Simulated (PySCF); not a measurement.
Radial density of Fe²³⁺ (iron, charge +23)

UHF, [He] 2s1, 2S determinant. Calculation: PySCF 2.14, in an uncontracted even-tempered set (17 s from 5.5 bohr⁻², ratio 2.2; 8 p from 8.6 bohr⁻², ratio 2.4; 6 d from 26 bohr⁻², ratio 2.4; 5 f from 39 bohr⁻², ratio 2.4; 4 g from 58 bohr⁻², ratio 2.4); the non-relativistic Hamiltonian (point nucleus).

```
r (bohr)  4πr²ρ (e/bohr)  4πr²(ρα − ρβ)
0.000996          0.1361         0.0074
 0.00167          0.3718         0.0203
 0.00282          0.9913         0.0541
 0.00474           2.538         0.1381
 0.00797           6.069         0.3281
  0.0134           12.94         0.6852
  0.0225           22.73         1.1268
  0.0379           28.79         1.1233
  0.0638           20.96         0.2107
   0.107           7.099         0.7417
   0.180           4.778         4.3446
   0.304           2.870         2.8674
   0.511          0.1842         0.1842
   0.859       0.0004328         0.0004
```
